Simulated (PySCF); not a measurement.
Correlation energy of Tm⁵²⁺ (thulium, charge +52)

[Ne] 3s2 3p5, 2P determinant. Calculation: PySCF 2.14, in an even-tempered Gaussian basis (17 s from 12 bohr⁻², ratio 2.5; 12 p from 16 bohr⁻², ratio 2.5; 4 d from 67 bohr⁻², ratio 2.7; 4 f from 100 bohr⁻², ratio 2.7); the spin-free X2C one-electron Hamiltonian (Gaussian nucleus). Frozen: 1s2; 15 electrons correlated; the 20 highest virtual orbitals of each spin left out.

```tsv
level	correlation energy (mhartree)
CCSD	-649.33
(T)	-0.75
CCSD(T)	-650.08
```

Diagnostics: T1 = 0.00032, D1 = 0.0015, largest double amplitude 0.016.

Spin-orbit coupling, absent here, splits the open shell strongly.

Cost of the coupled-cluster step: of the order of 60 core-seconds, for 15 correlated electrons.

At this charge the one-electron X2C treatment keeps the bare 1/r₁₂, with no two-electron picture change or Breit term. The effect here is smaller than on the frozen 1s shell; and a scalar Hamiltonian misses the large spin-orbit splitting of the p shells, which matters for ns² → np² pairs.
